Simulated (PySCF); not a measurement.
PBE on H⁻ (hydrogen, charge -1), 1s2, closed-shell 1S. Calculation: PySCF 2.14, in dyall-av2z (7s2p, 13 functions); the non-relativistic Hamiltonian (point nucleus).

```
cycle= 1 E= -0.525643879934079  delta_E= -0.00146  |g|= 0.0127  |ddm|= 0.201
cycle= 2 E= -0.524802897025638  delta_E= 0.000841  |g|= 0.0246  |ddm|= 0.112
cycle= 3 E= -0.525943202270125  delta_E= -0.00114  |g|= 6.71e-05  |ddm|= 0.0746
cycle= 4 E= -0.525943204538551  delta_E= -2.27e-09  |g|= 3.36e-05  |ddm|= 7.27e-05
cycle= 5 E= -0.525943206651519  delta_E= -2.11e-09  |g|= 1.6e-06  |ddm|= 0.000109
cycle= 6 E= -0.525943206656232  delta_E= -4.71e-12  |g|= 8.58e-09  |ddm|= 4.37e-06
converged SCF energy = -0.525943206656232  <S^2> = -8.8817842e-16  2S+1 = 1
```

Highest occupied orbital energy: 1.708 eV; ⟨L²⟩ = 0.00; populations by l: s 2.00, p 0.00.

**Question.** Can this result be used?

**Answer.** With care. Self-consistency was reached. At PBE the highest occupied level has a positive energy, so only the finite basis holds that electron; in a semilocal or global hybrid functional this comes from self-interaction and does not mean that the real anion is unbound.
